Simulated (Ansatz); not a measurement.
Basis sets compared for the cluster Cu₂I₃ (the lowest doublet isomer of a short search). The state is a doublet with charge 0. Geometry B3LYP-D4/def2-SVP. Ansatz on 4 threads of Intel Xeon 6975P-C on a shared host; times are rough, and most runs start from earlier orbitals.

```
atom    x (Å)    y (Å)    z (Å)
 Cu1   0.6346  -1.0526   0.5207
 Cu2  -0.6218   1.0624   0.5192
  I3   0.8731  -1.5343  -1.8782
  I4  -0.9272   1.4962  -1.8810
  I5   0.0413   0.0282   2.7192
```

In the def2 sets I takes a core potential; there is no spin–orbit coupling. The structure comes from a short search, and lower isomers may exist.

Binding counts from free atoms (Cu doublet, I doublet) in the same basis, without a counterpoise term.

```
           level  functions  energy (Eh)  HOMO (eV)  LUMO (eV)  binding per atom (eV)  wall time
 PBE-D4/def2-SVP        140   -4173.3402      -5.78      -5.31                   2.30      2.5 s
PBE0-D4/def2-SVP        140   -4173.4206      -7.16      -4.97                   2.12      4.1 s
```

Question: Estimate the rows for PBE-D4/def2-TZVP (with forces), PBE0-D4/def2-TZVP.

Answer: 
```json
{"level": "PBE-D4/def2-TZVP (with forces)", "functions": "240", "energy (Eh)": "-4173.8707", "HOMO (eV)": "-5.97", "LUMO (eV)": "-5.47", "binding per atom (eV)": "2.10", "wall time": "4.1 s"}
{"level": "PBE0-D4/def2-TZVP", "functions": "240", "energy (Eh)": "-4173.9294", "HOMO (eV)": "-7.28", "LUMO (eV)": "-5.02", "binding per atom (eV)": "1.97", "wall time": "10 s"}
```
